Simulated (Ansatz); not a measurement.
Job for Ansatz (an electronic-structure program): R-r2SCAN/def2-TZVPP on C15H16O2 (SMILES CC(C)(c1ccc(O)cc1)c1ccc(O)cc1).

Ansatz 0.2 input:
```yaml
crystal:
  periodic: [false, false, false]
  atoms:
    - {symbol: C, position_ang: [0.23805961, 1.96581353, -1.40413438]}
    - {symbol: C, position_ang: [-0.02786942, 1.16852140, -0.11062298]}
    - {symbol: C, position_ang: [-0.33696100, 2.18080145, 1.01157224]}
    - {symbol: C, position_ang: [-1.23942613, 0.23220318, -0.24385894]}
    - {symbol: C, position_ang: [-2.13839787, 0.28490846, -1.31380918]}
    - {symbol: C, position_ang: [-3.25125051, -0.56194723, -1.37567260]}
    - {symbol: C, position_ang: [-3.49067985, -1.48716502, -0.35592101]}
    - {symbol: O, position_ang: [-4.55259345, -2.33554941, -0.36112137]}
    - {symbol: C, position_ang: [-2.59880285, -1.55604488, 0.72497937]}
    - {symbol: C, position_ang: [-1.49684929, -0.70981436, 0.76939955]}
    - {symbol: C, position_ang: [1.22596746, 0.33212163, 0.19043947]}
    - {symbol: C, position_ang: [2.11664774, 0.62698174, 1.22748738]}
    - {symbol: C, position_ang: [3.26798355, -0.13969728, 1.44210768]}
    - {symbol: C, position_ang: [3.55542385, -1.22738889, 0.61292024]}
    - {symbol: O, position_ang: [4.65620310, -2.00860325, 0.77239990]}
    - {symbol: C, position_ang: [2.67264432, -1.53983691, -0.43188177]}
    - {symbol: C, position_ang: [1.53214644, -0.76998538, -0.62929959]}
    - {symbol: H, position_ang: [0.40687514, 1.30152365, -2.26425836]}
    - {symbol: H, position_ang: [1.13932204, 2.58345815, -1.27634559]}
    - {symbol: H, position_ang: [-0.60017621, 2.63826104, -1.64436879]}
    - {symbol: H, position_ang: [-0.47805114, 1.68240023, 1.98176907]}
    - {symbol: H, position_ang: [0.46748414, 2.92521286, 1.11767188]}
    - {symbol: H, position_ang: [-1.26581687, 2.72023271, 0.77423525]}
    - {symbol: H, position_ang: [-1.98641075, 0.99290027, -2.12872310]}
    - {symbol: H, position_ang: [-3.93600325, -0.50055451, -2.22758579]}
    - {symbol: H, position_ang: [-5.07752001, -2.18353861, -1.15762534]}
    - {symbol: H, position_ang: [-2.78642938, -2.28551976, 1.51511730]}
    - {symbol: H, position_ang: [-0.80332533, -0.79024291, 1.60969084]}
    - {symbol: H, position_ang: [1.92773039, 1.46726302, 1.89582456]}
    - {symbol: H, position_ang: [3.94524858, 0.11267216, 2.26432004]}
    - {symbol: H, position_ang: [5.16979995, -1.68525905, 1.52389213]}
    - {symbol: H, position_ang: [2.89806366, -2.39486476, -1.07201361]}
    - {symbol: H, position_ang: [0.84696333, -1.03926325, -1.43648450]}
basis:
  gaussian:
    orbitals: def2-TZVPP
hamiltonian:
  xc: {name: r2SCAN}
scf: {lower_state_search: off}
```

The log:

```
WARN ansatz: RAYON_NUM_THREADS=8 ignored (pool sized by the plan → 8); use --threads N
Functional definition: r2SCAN
these checks for a lower state are left out or cut short: stability, starts, cluster_reference, orbital_swaps, neighbouring_geometries, increment
integrals: 2.74 GiB planned
3946 factors; their error is unknown
mean field: 14.83 GiB planned
mean field evaluation 1: about -19875.4145 eV, gradient 1.2e2 eV
mean field evaluation 2: about -19847.2600 eV, gradient 1.5e2 eV
mean field evaluation 4: about -19905.6551 eV, gradient 1.9e1 eV
mean field evaluation 8: about -19906.6070 eV, gradient 2.8e-1 eV
mean field evaluation 16: about -19906.5097 eV, gradient 2.4e-3 eV
mean field -19906.50974152 eV, -731.5507398840 hartree, gradient 3.5e-6 eV, S^2 0.000000; 0 other end points of the search recorded, 0 dependent functions left out
reference -19906.50976076 eV, -731.5507405912 hartree; 61, 61 occupied and 690, 690 virtual orbitals, 3946 factors
Total energy: -19906.50976076 eV, -731.5507405912 hartree
Checks for a lower state left out: stability, starts, cluster_reference, orbital_swaps, neighbouring_geometries, increment
```

Self-consistency was reached.

Cost: very roughly 60 core-seconds.
